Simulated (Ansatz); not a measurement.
Sn2F⁺, relaxed as a singlet with RKS r2SCAN-D4/def2-TZVP in Ansatz, starting from the GFN1-xTB geometry. Force threshold 0.02 eV/Å.

In the def2 sets Sn takes a core potential; there is no spin–orbit coupling. The restricted singlet is unstable: a solution with broken spin symmetry lies lower. At r2SCAN-D4/def2-TZVP a triplet of charge 1 lies 0.13 eV below the restricted singlet, each at its own geometry. The structure comes from a short search, and lower isomers may exist.

Start:

```
atom   x (Å)   y (Å)   z (Å)
 Sn1   0.490  -1.210  -0.561
 Sn2  -0.007   1.802  -0.503
  F3  -0.484  -0.593   1.064
```

| step | energy (eV) | largest force component (eV/Å) | SCF passes |
| --- | --- | --- | --- |
| 1 | -14377.8484 | 0.627 | 22 |
| 2 | -14378.0821 | 0.846 | 27 |
| 3 | -14378.2835 | 1.077 | 28 |
| 4 (rejected) | -14378.2067 | 2.169 | 27 |
| 5 | -14378.3919 | 0.106 | 28 |
| 6 | -14378.3928 | 0.003 | 24 |

Force components are those of the run's own axes.

End:

```csv
atom,x (Å),y (Å),z (Å)
Sn1,0.5475,-1.3342,-0.6306
Sn2,-0.0922,1.5474,-0.2720
F3,-0.4553,-0.2132,0.9026
```

Bonds formed: Sn2–F3 (atoms count from 1).

No frequencies were taken in this run, so the end may be a saddle point.

Hardware: 4 threads of Arm Neoverse V2 on a shared host. Wall time 8.5 s.
